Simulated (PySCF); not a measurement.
C2H6N (SMILES [CH2-]NC), charge -1, singlet, geometry from GFN2-xTB (in this run its highest filled SCF level lies above zero, so its values depend strongly on the basis, on diffuse functions most of all); CAMB3LYP/cc-pVDZ (PySCF).

The PySCF input:
```python
from pyscf import gto, scf, dft

mol = gto.M(
    atom='''
C     0.06838840   -0.34344719    1.28001260
N    -0.02031578    0.57728452    0.03028326
C    -0.01464409   -0.23244926   -1.15661628
H     0.07446949    0.42980237    2.12358233
H    -1.00128293   -0.74920637    1.34561699
H     0.85112316    1.11606852    0.04720825
H     0.82050456   -0.96673735   -1.22449252
H     0.01871469    0.39617056   -2.06419785
H    -0.94378425   -0.81171072   -1.18007793
''',
    basis='cc-pvdz',
    charge=-1,
    verbose=4,
)

mf = dft.RKS(mol)
mf.xc = 'camb3lyp'
mf.kernel()
```

### Question
What does PySCF print? Leave out banner, timings and long lists.

### Answer

```
PySCF version 2.14.0

[INPUT] verbose = 4
[INPUT] num. atoms = 9
[INPUT] num. electrons = 26
[INPUT] charge = -1
[INPUT] spin (= nelec alpha-beta = 2S) = 0
[INPUT] symmetry False subgroup None
[INPUT] Mole.unit = angstrom
[INPUT] Symbol           X                Y                Z      unit          X                Y                Z       unit  Magmom
[INPUT]  1 C      0.068388400000  -0.343447190000   1.280012600000 AA    0.129235346097  -0.649021127351   2.418873249992 Bohr   0.0
[INPUT]  2 N     -0.020315780000   0.577284520000   0.030283260000 AA   -0.038391260207   1.090909638751   0.057227067559 Bohr   0.0
[INPUT]  3 C     -0.014644090000  -0.232449260000  -1.156616280000 AA   -0.027673319443  -0.439265439258  -2.185688000413 Bohr   0.0
[INPUT]  4 H      0.074469490000   0.429802370000   2.123582330000 AA    0.140726940736   0.812208766989   4.012989006666 Bohr   0.0
[INPUT]  5 H     -1.001282930000  -0.749206370000   1.345616990000 AA   -1.892150510902  -1.415794850080   2.542847579662 Bohr   0.0
[INPUT]  6 H      0.851123160000   1.116068520000   0.047208250000 AA    1.608389670674   2.109063839049   0.089210663320 Bohr   0.0
[INPUT]  7 H      0.820504560000  -0.966737350000  -1.224492520000 AA    1.550528902357  -1.826868825888  -2.313955504379 Bohr   0.0
[INPUT]  8 H      0.018714690000   0.396170560000  -2.064197850000 AA    0.035365638606   0.748653857016  -3.900768603416 Bohr   0.0
[INPUT]  9 H     -0.943784250000  -0.811710720000  -1.180077930000 AA   -1.783493753178  -1.533910953174  -2.230024093344 Bohr   0.0

nuclear repulsion = 75.8101551652284
number of shells = 33
number of NR pGTOs = 120
number of NR cGTOs = 72
basis = cc-pvdz
ecp = {}

******** <class 'pyscf.dft.rks.RKS'> ********
method = RKS
initial guess = minao
damping factor = 0
level_shift factor = 0
DIIS = <class 'pyscf.scf.diis.CDIIS'>
diis_start_cycle = 1
diis_space = 8
diis_damp = 0
SCF conv_tol = 1e-09
SCF conv_tol_grad = None
SCF max_cycles = 50
direct_scf = True
direct_scf_tol = 1e-13
XC library pyscf.dft.libxc version 7.1.2
    S. Lehtola, C. Steigemann, M. J. T. Oliveira, and M. A. L. Marques,  SoftwareX 7, 1–5 (2018)
XC functionals = camb3lyp
    T. Yanai, D. P. Tew, and N. C. Handy,  Chem. Phys. Lett. 393, 51 (2004)
radial grids:
    Treutler-Ahlrichs [JCP 102, 346 (1995); DOI:10.1063/1.469408] (M4) radial grids

becke partition: Becke, JCP 88, 2547 (1988); DOI:10.1063/1.454033
pruning grids: <function nwchem_prune>
grids dens level: 3
symmetrized grids: False
atomic radii adjust function: <function treutler_atomic_radii_adjust>
small_rho_cutoff = 0
Set gradient conv threshold to 3.16228e-05
Initial guess from minao.
tot grids = 100992
init E= -134.384337615354
  HOMO = -0.183073870320686  LUMO = 0.0554625047997819  gap/eV = 6.49091
cycle= 1 E= -134.305228221267  delta_E= 0.0791  |g|= 0.489  |ddm|= 2.62
  HOMO = 0.170820112210758  LUMO = 0.298693319907509  gap/eV = 3.47961
cycle= 2 E= -134.312702522878  delta_E= -0.00747  |g|= 0.509  |ddm|= 1.63
  HOMO = 0.0622339736700384  LUMO = 0.289962542685187  gap/eV = 6.19681
cycle= 3 E= -134.380565156559  delta_E= -0.0679  |g|= 0.0363  |ddm|= 0.778
  HOMO = 0.0552153959717927  LUMO = 0.289831171846833  gap/eV = 6.38422
cycle= 4 E= -134.380776014341  delta_E= -0.000211  |g|= 0.0226  |ddm|= 0.0505
  HOMO = 0.0551998955200768  LUMO = 0.290292198687725  gap/eV = 6.39719
cycle= 5 E= -134.380889570637  delta_E= -0.000114  |g|= 0.00439  |ddm|= 0.0219
  HOMO = 0.0544600391718548  LUMO = 0.290280332042451  gap/eV = 6.41700
cycle= 6 E= -134.380896120502  delta_E= -6.55e-06  |g|= 0.0013  |ddm|= 0.0113
  HOMO = 0.0544862458462223  LUMO = 0.290184355328481  gap/eV = 6.41367
cycle= 7 E= -134.380896907443  delta_E= -7.87e-07  |g|= 0.000488  |ddm|= 0.00417
  HOMO = 0.0544801038727454  LUMO = 0.290216524371596  gap/eV = 6.41471
cycle= 8 E= -134.380897113934  delta_E= -2.06e-07  |g|= 0.000139  |ddm|= 0.00296
  HOMO = 0.0544828505829456  LUMO = 0.290222283283443  gap/eV = 6.41480
cycle= 9 E= -134.380897153373  delta_E= -3.94e-08  |g|= 3.97e-05  |ddm|= 0.00172
  HOMO = 0.0544828635467267  LUMO = 0.290224743956685  gap/eV = 6.41486
cycle= 10 E= -134.380897156445  delta_E= -3.07e-09  |g|= 8.99e-06  |ddm|= 0.000513
  HOMO = 0.054480797895299  LUMO = 0.290224586581033  gap/eV = 6.41492
cycle= 11 E= -134.380897156618  delta_E= -1.74e-10  |g|= 3.53e-06  |ddm|= 0.000117
  HOMO = 0.0544820435299767  LUMO = 0.290224811366668  gap/eV = 6.41489
Extra cycle  E= -134.380897156628  delta_E= -9.78e-12  |g|= 3.07e-06  |ddm|= 2.58e-05
converged SCF energy = -134.380897156628
```
